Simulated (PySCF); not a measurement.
CdCl (SMILES [Cl][Cd+]), charge +1, singlet, at a GFN2-xTB geometry (such geometries of metal compounds can be far from the true shape) (all electrons, no relativity), with bond 2-1 at 1.6 times its length; CAMB3LYP/3-21G in PySCF.

Here is a job for PySCF.
```python
from pyscf import gto, scf, dft

mol = gto.M(
    atom='''
Cd   -0.000000   -0.000000   -0.577064
Cl    0.000000    0.000000    2.953212
''',
    basis='3-21g',
    charge=1,
    spin=0,
    verbose=4,
)

mf = dft.RKS(mol)
mf.xc = 'camb3lyp'
mf.init_guess = 'atom'
mf.kernel()
mf.analyze()
```

Output, abridged:

```
PySCF version 2.14.0

[INPUT] verbose = 4
[INPUT] num. atoms = 2
[INPUT] num. electrons = 64
[INPUT] charge = 1
[INPUT] spin (= nelec alpha-beta = 2S) = 0
[INPUT] symmetry False subgroup None
[INPUT] Mole.unit = angstrom
[INPUT] Symbol           X                Y                Z      unit          X                Y                Z       unit  Magmom
[...]
nuclear repulsion = 122.315820097556
number of shells = 21
number of NR pGTOs = 108
number of NR cGTOs = 49
basis = 3-21g
ecp = {}

******** <class 'pyscf.dft.rks.RKS'> ********
method = RKS
initial guess = atom
damping factor = 0
level_shift factor = 0
DIIS = <class 'pyscf.scf.diis.CDIIS'>
diis_start_cycle = 1
diis_space = 8
diis_damp = 0
SCF conv_tol = 1e-09
SCF conv_tol_grad = None
SCF max_cycles = 50
direct_scf = True
direct_scf_tol = 1e-13
XC library pyscf.dft.libxc version 7.1.2
    S. Lehtola, C. Steigemann, M. J. T. Oliveira, and M. A. L. Marques,  SoftwareX 7, 1–5 (2018)
XC functionals = camb3lyp
    T. Yanai, D. P. Tew, and N. C. Handy,  Chem. Phys. Lett. 393, 51 (2004)
radial grids:
    Treutler-Ahlrichs [JCP 102, 346 (1995); DOI:10.1063/1.469408] (M4) radial grids

becke partition: Becke, JCP 88, 2547 (1988); DOI:10.1063/1.454033
pruning grids: <function nwchem_prune>
grids dens level: 3
symmetrized grids: False
atomic radii adjust function: <function treutler_atomic_radii_adjust>
small_rho_cutoff = 0
Set gradient conv threshold to 3.16228e-05
Initial guess from superposition of atomic densities.
Spherically averaged atomic HF for {'Cd', 'Cl'}

******** <class 'pyscf.scf.atom_hf.AtomSphAverageRHF'> ********
method = AtomSphAverageRHF
initial guess = minao
damping factor = 0
level_shift factor = 0
DIIS = <class 'pyscf.scf.diis.CDIIS'>
diis_start_cycle = 1
diis_space = 8
diis_damp = 0
SCF conv_tol = 1e-09
SCF conv_tol_grad = None
SCF max_cycles = 50
direct_scf = True
direct_scf_tol = 1e-13
atom = Cd
Set gradient conv threshold to 3.16228e-05
Initial guess from minao.
init E= -5429.04552264119
cycle= 1 E= -5439.8227724702  delta_E= -10.8  |g|=    0  |ddm|= 0.455
cycle= 2 E= -5439.8325956378  delta_E= -0.00982  |g|=    0  |ddm|= 0.477
cycle= 3 E= -5439.83498666017  delta_E= -0.00239  |g|=    0  |ddm|= 0.0789
cycle= 4 E= -5439.8350339461  delta_E= -4.73e-05  |g|=    0  |ddm|= 0.0491
cycle= 5 E= -5439.83503590091  delta_E= -1.95e-06  |g|=    0  |ddm|= 0.0111
cycle= 6 E= -5439.83503590134  delta_E= -4.28e-10  |g|=    0  |ddm|= 0.000118
Extra cycle  E= -5439.83503590134  delta_E= -2.73e-12  |g|=    0  |ddm|= 2.18e-06
Atomic HF for atom  Cd  converged. SCF energy = -5439.83503590134

******** <class 'pyscf.scf.atom_hf.AtomSphAverageRHF'> ********
method = AtomSphAverageRHF
initial guess = minao
damping factor = 0
level_shift factor = 0
DIIS = <class 'pyscf.scf.diis.CDIIS'>
diis_start_cycle = 1
diis_space = 8
diis_damp = 0
SCF conv_tol = 1e-09
SCF conv_tol_grad = None
SCF max_cycles = 50
direct_scf = True
direct_scf_tol = 1e-13
atom = Cl
Set gradient conv threshold to 3.16228e-05
Initial guess from minao.
init E= -456.748431230237
cycle= 1 E= -457.080088232628  delta_E= -0.332  |g|=    0  |ddm|= 0.0996
cycle= 2 E= -457.080091418687  delta_E= -3.19e-06  |g|=    0  |ddm|= 0.00543
cycle= 3 E= -457.080091531075  delta_E= -1.12e-07  |g|=    0  |ddm|= 0.000877
cycle= 4 E= -457.080091536778  delta_E= -5.7e-09  |g|=    0  |ddm|= 0.000265
cycle= 5 E= -457.080091536926  delta_E= -1.48e-10  |g|=    0  |ddm|= 4.16e-05
Extra cycle  E= -457.080091536926  delta_E= 5.68e-13  |g|=    0  |ddm|= 2.06e-07
Atomic HF for atom  Cl  converged. SCF energy = -457.080091536926

tot grids = 41272
init E= -5900.39109670743
[...]
cycle= 1 E= -5899.98852542029  delta_E= 0.403  |g|= 0.456  |ddm|=  1.6

WARN: HOMO -0.305168643744253 == LUMO -0.305168643744245

cycle= 2 E= -5896.35848941193  delta_E= 3.63  |g|= 2.49  |ddm|= 4.14
[...]
cycle= 3 E= -5900.05692417677  delta_E= -3.7  |g|= 0.491  |ddm|= 3.31
[...]
cycle= 4 E= -5900.14230715829  delta_E= -0.0854  |g|= 0.144  |ddm|= 0.574
[...]
cycle= 5 E= -5900.15098531225  delta_E= -0.00868  |g|= 0.0211  |ddm|= 0.292
[...]
cycle= 6 E= -5900.15116031323  delta_E= -0.000175  |g|= 0.00299  |ddm|= 0.0364
[...]
cycle= 7 E= -5900.15116445048  delta_E= -4.14e-06  |g|= 0.0004  |ddm|= 0.00562
[...]
cycle= 8 E= -5900.15116451709  delta_E= -6.66e-08  |g|= 0.000395  |ddm|= 0.0018
[...]
cycle= 9 E= -5900.15116458857  delta_E= -7.15e-08  |g|= 9.12e-06  |ddm|= 0.000711
[...]
cycle= 10 E= -5900.15116458861  delta_E= -4.37e-11  |g|= 4.69e-06  |ddm|= 3e-05
[...]
Extra cycle  E= -5900.15116458857  delta_E= 4.82e-11  |g|= 1.14e-05  |ddm|= 3.02e-05
converged SCF energy = -5900.15116458857
**** SCF Summaries ****
Total Energy =                       -5900.151164588566644
Nuclear Repulsion Energy =             122.315820097556127
One-electron Energy =                -8377.696620082586378
Two-electron Energy =                 2355.229635396463891
Two-electron Coulomb Energy =         2534.264381564345058
DFT Exchange-Correlation Energy =     -179.034746167881110
HOMO-LUMO gap [eV] =                     3.653526347202031
**** MO energy ****
[...]
 ** Mulliken pop on meta-lowdin orthogonal AOs  **
 ** Mulliken pop  **
 ** Mulliken atomic charges  **
charge of    0Cd =      1.10150
charge of    1Cl =     -0.10150

WARN: System has nonzero charge 1; the dipole moment is origin-dependent.
Location of origin: [0. 0. 0.]

Dipole moment(X, Y, Z, Debye): -0.00000,  0.00000, -5.40810
```
